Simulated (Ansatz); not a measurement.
Program: Ansatz. Geometries: PBE0-D4/def2-TZVP. ΔE: electronic, gas phase. CCSD(T)/CBS is the MP2 limit (def2-TZVPP, def2-QZVPP) plus CCSD(T) − MP2 in def2-TZVPP, frozen cores. This one scheme is used for every species. Functionals use def2-TZVPP. HSE06 is defined as in plane-wave codes. Elements past krypton have def2 core potentials. For Sb outer-core shells are correlated without core-valence functions, which leaves a few kJ/mol of doubt a bond. Each species was taken in one conformer, which may not be the lowest.

`[NH2][SbH][NH2]` + SiH₄ → `[NH2][SbH][SiH3]` + NH₃  (formal exchange of groups at the Sb–N bond)

Task: Is it downhill or uphill in electronic energy at CCSD(T)/CBS, and by how much? (Estimate.)

Result: Computed: Downhill: ΔE = -8.4 kcal/mol.

Task: What do these levels give: LDA (SPW92), ωB97X-V, B2PLYP, PBE, BLYP, HSE06, LC-ωPBE, HF/def2-SVP, MP2/def2-SVP, SCS-MP2/def2-TZVPP, CCSD/def2-TZVPP, CCSD/CBS(def2)? (An estimate is asked.)

Result: Ansatz gave: LDA (SPW92) -10.4, ωB97X-V -7.8, B2PLYP -7.4, PBE -10.3, BLYP -7.2, HSE06 -10.8, LC-ωPBE -8.7, HF/def2-SVP -10.0, MP2/def2-SVP -9.6, SCS-MP2/def2-TZVPP -6.5, CCSD/def2-TZVPP -7.8, CCSD/CBS(def2) -8.3 kcal/mol.

Largest T1 diagnostic among the species: 0.014.

The D4 term adds −0.7 kcal/mol with B3LYP and −0.5 kcal/mol with PBE0; it sums over pairs of atoms, weighted by their polarisabilities, and B3LYP, whose exchange is more repulsive, gets the larger term. At CCSD(T), def2-SVP lies −1.7 kcal/mol from the extrapolated value and def2-TZVPP +0.5 kcal/mol.

B3LYP here is the variant with VWN-RPA as its local correlation; programs differ in this.
